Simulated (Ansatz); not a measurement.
An input meant for BCl2(CCH) (C₂HBCl₂) (charge 0, singlet; scaled by 0.92).

```yaml
crystal:
  periodic: [false, false, false]
  atoms:
    - {symbol: B, position_ang: [0.481827, 0.833207, 0.003821]}
    - {symbol: Cl, position_ang: [2.097207, 0.840448, 0.053242]}
    - {symbol: Cl, position_ang: [-0.317245, 2.237507, -0.037021]}
    - {symbol: C, position_ang: [-0.215237, -0.371765, -0.003223]}
    - {symbol: C, position_ang: [-0.775319, -1.341936, -0.006953]}
    - {symbol: H, position_ang: [-1.271224, -2.197470, -0.009865]}
basis:
  gaussian: {orbitals: cc-pVTZ-DK}
magnetization: {spin_polarized: true, initial_magnetization: 8}
hamiltonian: {xc: {name: rPW86-PBE}, dispersion: rvv10}
scf: {lower_state_search: light}
output: {forces: true}
```

```sh
$ ansatz run in.yaml --threads 2 --pin off --events-out ev --progress --plain --max-ram 4352MiB
```

Shortened log:

```
Functional definition: rPW86-PBE+rVV10
1159 factors; their error is unknown
mean field evaluation 1: about -27808.7904 eV, gradient 1.0e2 eV
mean field evaluation 2: about -27128.4482 eV, gradient 2.1e2 eV
mean field evaluation 4: about -27848.2158 eV, gradient 7.0e1 eV
mean field evaluation 8: about -27884.1869 eV, gradient 2.1e0 eV
mean field evaluation 16: about -27884.1916 eV, gradient 1.4e-2 eV
mean field evaluation 32: about -27884.1916 eV, gradient 1.9e-5 eV
mean field evaluation 64: about -27884.1810 eV, gradient 8.0e-1 eV
mean field evaluation 96: about -27882.9667 eV, gradient 2.8e0 eV
mean field -27884.19156711 eV, -1024.7251395072 hartree, gradient 6.3e-6 eV, S^2 20.012936; 10 other end points of the search recorded, 0 dependent functions left out
reference -27884.19167013 eV, -1024.7251432933 hartree; 30, 22 occupied and 142, 150 virtual orbitals, 1159 factors
Total energy: -27884.19167013 eV, -1024.7251432933 hartree
Relativity: scalar
Atom 0 at     0.481827     0.833207     0.003821 Å, force     0.063968     0.117127     0.001895 eV/Å
Atom 1 at     2.097207     0.840448     0.053242 Å, force     7.381174    -0.462338     0.234040 eV/Å
Atom 2 at    -0.317245     2.237507    -0.037021 Å, force    -4.077595     6.162743    -0.194275 eV/Å
Atom 3 at    -0.215237    -0.371765    -0.003223 Å, force    15.552902    26.969670     0.074662 eV/Å
Atom 4 at    -0.775319    -1.341936    -0.006953 Å, force   -17.210787   -29.850275    -0.110066 eV/Å
Atom 5 at    -1.271224    -2.197470    -0.009865 Å, force    -1.709662    -2.936928    -0.006256 eV/Å
Dipole moment:     0.085608     0.149119     0.000185 e Å
```

Task: Something in this input is off. What?

Result: The spin is set far too high (8 unpaired electrons typed, 0 in the singlet as meant). The calculation finished and met its thresholds. The result belongs to that input, not to the species as meant.
